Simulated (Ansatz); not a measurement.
```yaml
crystal:
  periodic: [false, false, false]
  atoms:
    - {symbol: Ti, position_ang: [-1.096837, -0.642516, 0.795520]}
    - {symbol: Ti, position_ang: [1.348145, 0.400054, 0.844386]}
    - {symbol: Ti, position_ang: [0.036963, -0.372536, -1.601272]}
    - {symbol: Se, position_ang: [-2.276823, -0.026313, -1.210206]}
    - {symbol: Se, position_ang: [0.937595, -1.973903, 0.117350]}
    - {symbol: Se, position_ang: [1.436817, 1.529142, -1.257435]}
    - {symbol: Se, position_ang: [-0.385870, 1.086084, 2.311647]}
basis:
  gaussian: {orbitals: cc-pVTZ-DK, nuclear_model: gaussian}
total_charge: 1
magnetization: {spin_polarized: true, initial_magnetization: 3}
hamiltonian: {xc: {name: wPBEh}}
scf: {lower_state_search: light}
output: {forces: true}
```

```sh
$ ansatz run in.yaml --threads 4 --pin off --events-out ev --progress --plain --max-ram 6963MiB
```

Q: Does this run fit into the memory that it is given?

A: No. It has 376 basis functions, and the program plans for 10 GiB where 7 GiB are given.
